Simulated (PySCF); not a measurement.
Ge(H)(Br)(Me)2 (C2H7BrGe), SMILES [CH3][GeH]([CH3])[Br].

Geometry optimised at PBE-D3(BJ)/def2-SVP.

Two levels are set side by side: PBE/def2-TZVP (PySCF) and ωB97X/def2-TZVP (PySCF). Same geometry, gas phase. Differences are taken from unrounded values.

```json
[
 {"quantity": "orbital gap (eV)", "ωB97X": "12.25"},
 {"quantity": "highest occupied level (eV)", "ωB97X": "-10.22"},
 {"quantity": "lowest empty level (eV)", "ωB97X": "2.03"},
 {"quantity": "dipole moment (D)", "ωB97X": "2.83"},
 {"quantity": "mean polarisability (bohr³)", "ωB97X": "74.9"}
]
```

**Question.** What does PBE give, and how far is it from ωB97X? (The exact figures need the calculation; the answer reports its results.)

**Answer.** 
```csv
quantity,PBE,PBE minus ωB97X
orbital gap (eV),5.66,-6.59
highest occupied level (eV),-6.61,3.60
lowest empty level (eV),-0.95,-2.99
dipole moment (D),2.69,-0.14
mean polarisability (bohr³),78.2,3.3
```

PBE's occupied levels lie high since its potential decays too fast outside the molecule; exact exchange lowers them and widens the gap. PBE's more diffuse valence density responds more strongly to a field. Differences between two approximate levels are no errors against the true value.

Rough cost on one machine, each run with all the roots and properties that it gave: ωB97X against PBE within a factor of 2.
